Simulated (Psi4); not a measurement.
methylsilane (CH6Si), singlet, geometry from GFN2-xTB; CCSD(T)/def2-SV(P) in Psi4.

The Psi4 input:
```
memory 2 GB

molecule {
0 1
  C    -0.01298196    0.00392095   -1.25022897
  Si    0.00669850   -0.00202315    0.64510011
  H    -0.01147190   -1.00712268   -1.64830101
  H    -0.89650587    0.50641306   -1.63436438
  H     0.85673226    0.51618733   -1.65253877
  H     0.00413621    1.37681588    1.13946736
  H    -1.17977102   -0.70041180    1.14524608
  H     1.21099302   -0.68708334    1.12046299
}

set basis def2-sv(p)

energy('ccsd(t)')
print_variables()
```

Write the output that Psi4 gives for this input, abridged.


```
   => Loading Basis Set <=

    Name: DEF2-SV(P)
    Role: ORBITAL
    Keyword: BASIS

         ---------------------------------------------------------
                                   SCF
               by Justin Turney, Rob Parrish, Andy Simmonett
                          and Daniel G. A. Smith
                              RHF Reference
         ---------------------------------------------------------

  ==> Geometry <==

    Molecular point group: c1
    Full point group: C1

    Geometry (in Angstrom), charge = 0, multiplicity = 1:

       Center              X                  Y                   Z               Mass
    ------------   -----------------  -----------------  -----------------  -----------------
         C           -0.013321094920     0.004023377723    -1.282889636713    12.000000000000
         SI           0.006359365080    -0.001920722277     0.612439443287    27.976926534650
         H           -0.011811034920    -1.007020252277    -1.680961676713     1.007825032230
         H           -0.896845004920     0.506515487723    -1.667025046713     1.007825032230
         H            0.856393125080     0.516289757723    -1.685199436713     1.007825032230
         H            0.003797075080     1.376918307723     1.106806693287     1.007825032230
         H           -1.180110154920    -0.700309372277     1.112585413287     1.007825032230
         H            1.210653885080    -0.686980912277     1.087802323287     1.007825032230

  Running in c1 symmetry.

  Rotational constants: A =      1.90275  B =      0.35972  C =      0.35972 [cm^-1]
  Rotational constants: A =  57043.07785  B =  10784.20754  C =  10784.20754 [MHz]
  Nuclear repulsion =   62.768125584688484

  Charge       = 0
  Multiplicity = 1
  Electrons    = 26
  Nalpha       = 13
  Nbeta        = 13

  ==> Algorithm <==

  SCF Algorithm Type is PK.
  DIIS enabled.
  MOM disabled.
  Fractional occupation disabled.
  Guess Type is SAD.
  Energy threshold   = 1.00e-08
  Density threshold  = 1.00e-08
  Integral threshold = 1.00e-12

  ==> Primary Basis <==

  Basis Set: DEF2-SV(P)
    Blend: DEF2-SV(P)
    Number of shells: 26
    Number of basis functions: 44
    Number of Cartesian functions: 46
    Spherical Harmonics?: true
    Max angular momentum: 2

  ==> Integral Setup <==

  Using in-core PK algorithm.
   Calculation information:
      Number of atoms:                   8
      Number of AO shells:              26
      Number of primitives:             54
      Number of atomic orbitals:        46
      Number of basis functions:        44

      Integral cutoff                 1.00e-12
      Number of threads:                 1

  Performing in-core PK
  Using 981090 doubles for integral storage.
  We computed 61423 shell quartets total.
  Whereas there are 61776 unique shell quartets.

  ==> DiskJK: Disk-Based J/K Matrices <==

    J tasked:                  Yes
    K tasked:                  Yes
    wK tasked:                  No
    Schwarz Cutoff:          1E-12

  Minimum eigenvalue in the overlap matrix is 8.3095301966E-03.
  Reciprocal condition number of the overlap matrix is 1.5912540235E-03.
    Using symmetric orthogonalization.

  ==> Pre-Iterations <==

  SCF Guess: Superposition of Atomic Densities via on-the-fly atomic UHF (no occupation information).

   -------------------------
    Irrep   Nso     Nmo
   -------------------------
     A         44      44
   -------------------------
    Total      44      44
   -------------------------

  ==> Iterations <==

                        Total Energy        Delta E     RMS |[F,P]|

   @RHF iter SAD:  -329.57043384212386   -3.29570e+02   0.00000e+00
   @RHF iter   1:  -330.08793192717684   -5.17498e-01   6.95927e-03 ADIIS/DIIS
   @RHF iter   2:  -330.14585194494134   -5.79200e-02   2.93970e-03 ADIIS/DIIS
   @RHF iter   3:  -330.15587018511178   -1.00182e-02   6.24013e-04 ADIIS/DIIS
   @RHF iter   4:  -330.15682003938366   -9.49854e-04   7.05036e-05 DIIS
   @RHF iter   5:  -330.15683327982146   -1.32404e-05   1.53673e-05 DIIS
   @RHF iter   6:  -330.15683394954743   -6.69726e-07   2.31115e-06 DIIS
   @RHF iter   7:  -330.15683396656812   -1.70207e-08   4.83126e-07 DIIS
   @RHF iter   8:  -330.15683396727883   -7.10713e-10   8.55734e-08 DIIS
   @RHF iter   9:  -330.15683396730174   -2.29079e-11   1.08744e-08 DIIS
   @RHF iter  10:  -330.15683396730208   -3.41061e-13   1.99156e-09 DIIS
  Energy and wave function converged.

  ==> Post-Iterations <==

    Orbital Energies [Eh]
    ---------------------

    Doubly Occupied:

[...]
      13A     -0.455447

    Virtual:

[...]
      44A      2.482855

    Final Occupation by Irrep:
              A
    DOCC [    13 ]
    NA   [    13 ]
    NB   [    13 ]

  @RHF Final Energy:  -330.15683396730208

   => Energetics <=

    Nuclear Repulsion Energy =             62.7681255846884838
    One-Electron Energy =                -580.0070124515561929
    Two-Electron Energy =                 187.0820528995655536
    Total Energy =                       -330.1568339673021342

Computation Completed

Properties will be evaluated at   0.000000,   0.000000,   0.000000 [a0]

Properties computed using the SCF density matrix

 Multipole Moments:

 ------------------------------------------------------------------------------------
     Multipole            Electronic (a.u.)      Nuclear  (a.u.)        Total (a.u.)
 ------------------------------------------------------------------------------------

 L = 1.  Multiply by 2.5417464519 to convert [e a0] to [Debye]
 Dipole X            :          0.0146721           -0.0166628           -0.0019907
 Dipole Y            :         -0.0044314            0.0050327            0.0006013
 Dipole Z            :          1.4130000           -1.6047126           -0.1917126
 Magnitude           :                                                    0.1917239

 ------------------------------------------------------------------------------------

[...]

	Size of irrep 0 of tijab amplitudes:       0.162 (MW) /      1.299 (MB)
	Total:                                     0.162 (MW) /      1.299 (MB)

	Nuclear Rep. energy          =     62.76812558468848
	SCF energy                   =   -330.15683396730208
	One-electron energy          =   -580.00701234423582
	Two-electron energy          =    187.08205279224561
	Reference energy             =   -330.15683396730174

            **************************
            *                        *
            *        CCENERGY        *
            *                        *
            **************************

    Nuclear Rep. energy (wfn)     =   62.768125584688484
    SCF energy          (wfn)     = -330.156833967302077
    Reference energy    (file100) = -330.156833967301736

    Input parameters:
    -----------------
    Wave function   =     CCSD_T
    Reference wfn   =     RHF
    Brueckner       =     No
    Maxiter         =     50
    R_Convergence   =     1.0e-07
    E_Convergence   =     1.0e-06
    Restart         =     Yes
    DIIS            =     Yes
    AO Basis        =     NONE
    ABCD            =     NEW
    Cache Level     =     2
    Cache Type      =     LOW
    Print Level     =     1
    Num. of threads =     1
    # Amps to Print =     10
    Print MP2 Amps? =     No
    Analyze T2 Amps =     No
    Print Pair Ener =     No
    Local CC        =     No
    SCS-MP2         =     False
    SCSN-MP2        =     False
    SCS-CCSD        =     False

MP2 correlation energy -0.2212093831632144
                Solving CC Amplitude Equations
                ------------------------------
  Iter             Energy              RMS        T1Diag      D1Diag    New D1Diag    D2Diag
  ----     ---------------------    ---------   ----------  ----------  ----------   --------
     0        -0.221209383163214    0.000e+00    0.000000    0.000000    0.000000    0.116771
     1        -0.246391644510279    5.837e-02    0.005519    0.013375    0.013375    0.128907
     2        -0.257390593683002    2.024e-02    0.007672    0.019273    0.019273    0.135821
     3        -0.258005291732144    4.652e-03    0.008355    0.021322    0.021322    0.136675
     4        -0.258070185180856    1.460e-03    0.008565    0.022028    0.022028    0.136961
     5        -0.258075627696025    3.456e-04    0.008614    0.022177    0.022177    0.136985
     6        -0.258073791230085    9.732e-05    0.008625    0.022204    0.022204    0.136985
     7        -0.258073768158239    2.332e-05    0.008626    0.022207    0.022207    0.136985
     8        -0.258073893236519    6.606e-06    0.008626    0.022206    0.022206    0.136985
     9        -0.258073802452635    1.812e-06    0.008626    0.022206    0.022206    0.136984
    10        -0.258073811787557    4.895e-07    0.008626    0.022206    0.022206    0.136984
    11        -0.258073816029664    1.250e-07    0.008626    0.022206    0.022206    0.136984
    12        -0.258073820353851    3.705e-08    0.008626    0.022206    0.022206    0.136985

    Iterations converged.

    Largest TIA Amplitudes:
             11   1        -0.0166854331
             10   2         0.0166854328
             12   0        -0.0131576188
              9  20         0.0104349276
              8  21         0.0104349276
              9   2        -0.0096069959
              8   1         0.0096069957
             12   3         0.0095996255
             12  22         0.0084713829
              7   6         0.0080680163

    Largest TIjAb Amplitudes:
      8   8  21  21        -0.0306540274
      9   9  20  20        -0.0306540273
     10  10   2   2        -0.0303269893
     11  11   1   1        -0.0303269891
      9   9   4   4        -0.0289603852
      8   8   5   5        -0.0289603850
     11  11   9   9        -0.0279283944
     10  10   8   8        -0.0279283944
     12  12  12  12        -0.0253414892
      8   8   5  21        -0.0233371734

    SCF energy       (wfn)                    = -330.156833967302077
    Reference energy (file100)                = -330.156833967301736

    Opposite-spin MP2 correlation energy      =   -0.176705266849848
    Same-spin MP2 correlation energy          =   -0.044504116313367
    Singles MP2 correlation energy            =   -0.000000000000000
    MP2 correlation energy                    =   -0.221209383163214
      * MP2 total energy                      = -330.378043350464964

    Opposite-spin CCSD correlation energy     =   -0.213854756826820
    Same-spin CCSD correlation energy         =   -0.044219063527031
    Singles CCSD correlation energy           =    0.000000000000000
    CCSD correlation energy                   =   -0.258073820353851
      * CCSD total energy                     = -330.414907787655579

            **************************
            *                        *
            *        CCTRIPLES       *
            *                        *
            **************************

    Wave function   =    CCSD_T
    Reference wfn   =      RHF

    Nuclear Rep. energy (wfn)                =   62.768125584688484
    SCF energy          (wfn)                = -330.156833967302077
    Reference energy    (file100)            = -330.156833967301736
    CCSD energy         (file100)            =   -0.258073820353851
    Total CCSD energy   (file100)            = -330.414907787655579

    Number of ijk index combinations:              455
    Approx. words needed per explicit thread:          119164
    Number of threads for explicit ijk threading:    1

    MKL num_threads set to 1 for explicit threading.

    (T) energy                                =   -0.006056891223317
      * CCSD(T) total energy                  = -330.420964678878931

  Variable Map:
  ----------------------------------------------------------------------------
[...]
  Array Variable Map:
  ----------------------------------------------------------------------------
[...]
[...]
```
